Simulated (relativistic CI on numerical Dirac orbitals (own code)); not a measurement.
Radial Dirac CI calculation of Hf.

Command:

```sh
python run_levels.py task.json out
```

Input:

```
atom Hf  Z=72  charge=0  electrons=72
nucleus A=180  rms_radius_fm=5.8817
hamiltonian dirac-coulomb  breit=on  qed=off  c_scale=1
orbitals kli  potential=per-configuration
slater_scale 1
correlation none
mixing on
grid step=0.0125 r_max=778.2
scf mixing=0.4 start=green max_iterations=150 tolerance=2e-08 node_fill=0.05
configurations
  [Xe] 4f14 5d2 6s2
  [Xe] 4f14 5d 6s2 6p
end
```

Output:

```
SCF 1: [Xe] 4f14 5d2 6s2
 iter      energy (Ha)   residual   last orbital (Ha)
    1    -15072.654080   2.54e+00     -0.37569
    2    -15087.525596   5.05e-01     -0.22181
    3    -15088.103962   2.97e-01     -0.26616
    4    -15088.301570   6.83e-02     -0.30949
    5    -15088.319393   1.89e-02     -0.31709
    6    -15088.317811   9.45e-03     -0.31905
    7    -15088.317457   5.65e-03     -0.31952
    8    -15088.316814   1.68e-03     -0.31967
    9    -15088.316539   1.25e-04     -0.31991
   10    -15088.316521   2.42e-06     -0.31992
   11    -15088.316521   3.70e-07     -0.31992
   12    -15088.316521   3.68e-08     -0.31992
   13    -15088.316521   4.87e-09     -0.31992
SCF 2: [Xe] 4f14 5d 6s2 6p
 iter      energy (Ha)   residual   last orbital (Ha)
    1    -15073.729114   2.38e+00     -0.15920
    2    -15087.526973   5.15e-01     -0.12555
    3    -15088.080791   2.81e-01     -0.13899
    4    -15088.274156   1.20e-02     -0.15377
    5    -15088.276630   8.92e-03     -0.15339
    6    -15088.276246   5.56e-03     -0.15322
    7    -15088.275864   5.54e-04     -0.15282
    8    -15088.275674   5.82e-04     -0.15283
    9    -15088.275738   1.05e-05     -0.15291
   10    -15088.275740   1.85e-06     -0.15291
   11    -15088.275740   1.45e-07     -0.15291
   12    -15088.275740   8.81e-09     -0.15291
orbital energies (Ha): 4f5/2 -0.8198  4f7/2 -0.7560  5s -2.5760  5p1/2 -1.6298  5p3/2 -1.3461  6s -0.3199  5d3/2 -0.2352  5d5/2 -0.2197
configuration averages (Ha): Dirac-Coulomb, Breit, QED
  5d2                         -15088.316521   15.600868    0.000000
  5d 6p                       -15088.275740   15.601348    0.000000
levels: no., configuration, term, J, E (cm-1), weight
   1 5d2                    3F   2                0.0  0.97
   2 5d2                    3F   3             1809.4  1.00
   3 5d2                    3F   4             3834.2  0.98
   4 5d2                    1D   2             8024.9  0.69
   5 5d 6p                  3F*  2             8316.3  0.70
   6 5d2                    3P   0             8655.3  0.99
   7 5d2                    3P   1             9277.9  1.00
   8 5d2                    3P   2            11153.3  0.72
   9 5d2                    1G   4            12169.9  0.98
  10 5d 6p                  3F*  3            12234.3  0.98
  11 5d 6p                  1D*  2            12708.0  0.63
  12 5d 6p                  3D*  1            12861.7  0.92
  13 5d 6p                  3D*  2            14733.2  0.94
  14 5d 6p                  3F*  4            15874.1  1.00
lowest total energy -15072.747630 Ha
end: converged
```

Against the reference input this run has: QED terms off, nuclear radius 5.8817 fm, end of the grid at 778.2 bohr. The reference run ends at -15062.538120 Ha with Breit and QED terms. With a changed speed of light or nuclear radius the levels are not those of the real ion, and the QED model is not rescaled.

With so few configurations and no correlation, terms lie too far apart (by 10 to 50 % or more near neutrality), their order can be wrong, and levels of other configurations are missing. Terms and fine structure of an open d or f shell near neutrality can be off by tens of per cent either way.
